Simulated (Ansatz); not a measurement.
Ge₃H₆⁺, that is cyclo-(GeH2)3 with one electron fewer. Charge 1, multiplicity 2. Geometry PBE-D4/def2-SVP, that of the neutral singlet; atoms count from 1.

```xyz
9

Ge   -1.337   -0.045    0.469
H    -2.326   -1.191    0.138
H    -1.976    1.045    1.364
Ge    1.040   -0.583    0.767
H     1.846    0.184    1.845
H     1.496   -2.056    0.626
Ge    0.297    0.628   -1.236
H     0.659    2.128   -1.376
H     0.301   -0.110   -2.597
```

(1) Estimate the Mulliken populations from the PBE0/def2-TZVP orbitals of Ansatz.

(2) Where does the spin sit?

(3) And the Mayer bond orders between bonded heavy atoms (over 0.3)?

## Answers

(1) 
| atom | charge (e) | spin (α − β) |
| --- | --- | --- |
| Ge1 | 0.01 | 0.09 |
| H2 | 0.14 | 0.05 |
| H3 | 0.14 | 0.05 |
| Ge4 | 0.07 | 0.41 |
| H5 | 0.14 | 0.00 |
| H6 | 0.14 | 0.00 |
| Ge7 | 0.07 | 0.41 |
| H8 | 0.14 | 0.00 |
| H9 | 0.14 | 0.00 |
Mulliken values and Mayer orders depend strongly on the basis.

(2) Summed by element: Ge 0.91, H 0.09, of 1 unpaired in all. Largest on single atoms: Ge7 0.41, Ge4 0.41, Ge1 0.09.

(3) Ge1–Ge4 0.84 (2.46 Å); Ge1–Ge7 0.84 (2.46 Å); Ge4–Ge7 0.61 (2.46 Å).
